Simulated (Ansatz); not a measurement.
The cluster Zn2O. The state is a triplet with charge 0. Geometry PBE-D4/def2-TZVP; atoms count from 1.

```xyz
3

Zn    0.170    1.579   -0.444
Zn   -0.350   -1.608   -0.116
O     0.180    0.028    0.560
```

At PBE0-D4/def2-TZVP a broken-symmetry singlet of charge 0 lies 0.15 eV below the triplet, each at its own geometry. The structure comes from a short search, and lower isomers may exist.

Problem. Estimate the Mulliken populations from the PBE0/def2-TZVP orbitals of Ansatz.

Solution. 
```json
{"atom": "Zn1", "charge (e)": "0.34", "spin (α − β)": "0.83", "d electrons": "10.02"}
{"atom": "Zn2", "charge (e)": "0.34", "spin (α − β)": "0.83", "d electrons": "10.02"}
{"atom": "O3", "charge (e)": "-0.68", "spin (α − β)": "0.34", "d electrons": "–"}
```
Mulliken values and Mayer orders depend strongly on the basis.

Problem. Where does the spin sit?

Solution. Summed by element: Zn 1.66, O 0.34, of 2 unpaired in all. Largest on single atoms: Zn1 0.83, Zn2 0.83, O3 0.34.

Problem. And the Mayer bond orders between bonded heavy atoms (over 0.3)?

Solution. Zn1–O3 0.95 (1.85 Å); Zn2–O3 0.95 (1.85 Å).
